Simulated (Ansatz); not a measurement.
Frontier orbitals of `C[O][Mo](=[O])([OH])([F])[Cl]`.

The species carries charge 0 and has multiplicity 1. Correlated methods include outer-core shells of Mo, which these sets cover unevenly. Mo takes the def2 core potential. Geometry: relaxed with PBE0-D4/def2-TZVP. It is one conformer, not always the lowest. Basis def2-TZVPP, Ansatz 0.2.0.

```
functional  HOMO (eV)  LUMO (eV)  gap (eV)
       PBE      -7.62      -4.53      3.09
    B97M-V      -8.08      -4.59      3.49
      PBE0      -9.08      -3.92      5.16
   r2SCANh      -8.53      -4.35      4.18
   ωB97X-V     -11.46      -1.82      9.64
   ωB97M-V     -11.34      -1.83      9.51
```

Against PBE, PBE0 changes HOMO and LUMO by −1.46 and +0.60 eV, ωB97M-V by −3.71 and +2.69 eV. A gap of 3.10 eV thus becomes 9.51 eV for the same molecule, so an orbital gap means little without its functional.
